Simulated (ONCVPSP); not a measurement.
# Before and after: ONCV potential for zinc

- Element: Zn
- Generator: ONCVPSP 4.0.1
- Type: optimised norm-conserving Vanderbilt (ONCV)
- Functional: PBEsol
- Relativity: fully relativistic
- Frozen core: [Ne]
- Valence charge: 20
- Reference configuration: 3s2 3p6 3d10 4s1 4p1
- Partial waves: 3s+4s: rc 1.20 bohr, ncon 3, nbas 6, qcut 8.7 1/bohr, 3 projectors, debl 0.5 Ha; 3p+4p: rc 1.30 bohr, ncon 3, nbas 6, qcut 12.3 1/bohr, 2 projectors; 3d: rc 0.70 bohr, ncon 4, nbas 8, qcut 14.6 1/bohr, 1 projector
- Local potential: polynomial inside 0.55 bohr (lpopt 5, dvloc0 -1 Ha)
- Core correction: Teter function fitted to the true core (icmod 2), fcfact 0.15

Open shells are filled in proportion to 2j + 1.

All-electron outer shells of the reference configuration (PBEsol, scalar-relativistic, ld1.x):

```tsv
shell	level (eV)	outermost node (bohr)	outermost maximum (bohr)
2s	-1159.40	0.07	0.19
2p	-1005.59	–	0.15
3s	-131.16	0.28	0.59
3p	-85.50	0.25	0.59
3d	-12.36	–	0.57
4s	-7.41	0.85	2.04
4p	-2.09	0.92	2.89
```

Change: s: rc 1.04.

Cutoffs: the cutoffs (Ha) at which the residual kinetic energy of the hardest occupied pseudo-wave falls to 1 and 0.1 mHa per electron; they do not see the model core or the augmentation charge, which bear on the density cutoff. Errors are all-electron minus pseudo energies relative to the spin-unpolarised reference configuration.

Problem. What does the change do?

Solution. The potential gets neither clearly harder nor softer (431 Ha and 506 Ha → 431 Ha and 506 Ha); a bound ghost appears in s, which as a rule spoils a file; the errors of the 4 common tests hardly move.

| quantity | base | changed |
| --- | --- | --- |
| cutoff, loose | 431 Ha | 431 Ha |
| cutoff, tight | 506 Ha | 506 Ha |
| loose cutoff by channel | s 17 Ha, p 45 Ha, d 431 Ha | s 32 Ha, p 45 Ha, d 431 Ha |
| bound ghosts | none | s |
| GHOST(+) flags under 300 eV | p1/2 at 155.0 eV | p1/2 at 155.0 eV |
| error for 3s2 3p6 3d10 4s2 4p0, meV [ΔE -5.13 eV] | -0.2 | -0.2 |
| error for 3s2 3p6 3d10 4s1 4p0, meV [ΔE 4.78 eV] | +0.1 | +0.1 |
| error for 3s2 3p6 3d10 4s0 4p0, meV [ΔE 23.12 eV] | +1.7 | +1.8 |
| error for 3s2 3p6 3d9 4s2 4p0, meV [ΔE 12.81 eV] | +6.8 | +6.2 |
| p3/2: phases at 1.32 bohr within 0.05 rad from the reference energy up to (Ha; the scan ends near 5) | to the end of the scan | to the end of the scan |
| p1/2: phases at 1.32 bohr within 0.05 rad from the reference energy up to (Ha; the scan ends near 5) | to the end of the scan | to the end of the scan |
| d5/2: phases at 0.71 bohr within 0.05 rad from the reference energy up to (Ha; the scan ends near 5) | to the end of the scan | to the end of the scan |
| d3/2: phases at 0.71 bohr within 0.05 rad from the reference energy up to (Ha; the scan ends near 5) | to the end of the scan | to the end of the scan |
| rms error of d²Exc/dni dnj with the model core, mHa | 5.80 | 5.81 |

 A true bound ghost makes a file unfit for plane-wave use even where its test errors are small: the radial tests pick states by their node count and pass the ghost by.
